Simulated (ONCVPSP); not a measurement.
# mercury ONCV: all-electron and pseudo phase curves

ONCVPSP 4.0.1 input, shortened (lines: element, Z, core and valence counts, functional; n l f; lmax; l rc ep ncon nbas qcut; lloc lpopt rc5 dvloc0; l nproj debl; icmod fcfact rcfact), PBEsol, scalar-relativistic:

```
  Hg 80.00   10    4  -116133      upf
    1    0    2.00
    2    0    2.00
    2    1    6.00
    3    0    2.00
    3    1    6.00
    3    2   10.00
    4    0    2.00
    4    1    6.00
    4    2   10.00
    4    3   14.00
    5    0    2.00
    5    1    6.00
    5    2   10.00
    6    0    2.00
    3
    0    1.40    0.00    4    9    6.70
    1    1.70    0.00    4    8    7.40
    2    1.95    0.00    3    7    8.60
    3    1.90    0.40    5    9    6.50
    4    5    1.25    3.00
    0    2    2.40
    1    2    0.50
    2    2    1.90
    3    2    1.70
    1    0.55    0.00
```

In the p channel the program set the typed energies aside and used -2.445, 0.250 Ha.

The phase is arctan(r·R′/R) of the radial function R(r), unwrapped; energies in Ha, scanned from -6 to 5 Ha. A pole is an energy at which the radial function vanishes at the test radius. The pseudo phase is shifted by a multiple of π to meet the all-electron one at the reference energy, and phase errors are pseudo minus all-electron; the curves can meet again beyond the range given. Levels narrower than the energy grid can be missing from the lists of poles. n/a: not evaluated, since a narrow level or a reset projector energy made the automatic matching unsafe.

| channel | radius (bohr) | reference energy (Ha) | poles, all-electron | poles, pseudo | unbroken range about the reference energy with phases within 0.05 rad | phase error 1 Ha above the reference energy (rad) |
| --- | --- | --- | --- | --- | --- | --- |
| s | 1.42 | -0.25 | -3.63 | -3.63 | the whole range | +0.000 |
| p | 1.72 | -2.45 | -2.07 | -2.07 | the whole range | +0.000 |
| d | 1.98 | -0.36 | 0.19 | 0.19 | the whole range | +0.000 |
| f | 1.93 | 0.40 | 3.11 | 3.11 | n/a | n/a |

Phases in the d channel:

```csv
E (Ha),all-electron,pseudo
-5.96,1.396,1.396
-5.68,1.391,1.391
-5.40,1.385,1.385
-5.12,1.378,1.378
-4.84,1.371,1.371
-4.56,1.363,1.363
-4.28,1.355,1.355
-4.00,1.345,1.345
-3.72,1.333,1.333
-3.44,1.319,1.319
-3.16,1.304,1.304
-2.88,1.284,1.284
-2.60,1.260,1.260
-2.32,1.228,1.228
-2.04,1.186,1.186
-1.76,1.123,1.123
-1.48,1.021,1.021
-1.20,0.824,0.824
-0.92,0.341,0.341
-0.64,-0.618,-0.618
-0.36,-1.206,-1.206
-0.08,-1.446,-1.446
0.20,-1.573,-1.573
0.48,-1.662,-1.662
0.76,-1.737,-1.737
1.04,-1.813,-1.813
1.32,-1.904,-1.904
1.60,-2.028,-2.028
1.88,-2.224,-2.224
2.16,-2.577,-2.577
2.44,-3.166,-3.166
2.72,-3.750,-3.750
3.00,-4.094,-4.094
3.28,-4.282,-4.282
3.56,-4.395,-4.395
3.84,-4.470,-4.470
4.12,-4.523,-4.523
4.40,-4.563,-4.564
4.68,-4.596,-4.596
4.96,-4.622,-4.622
```
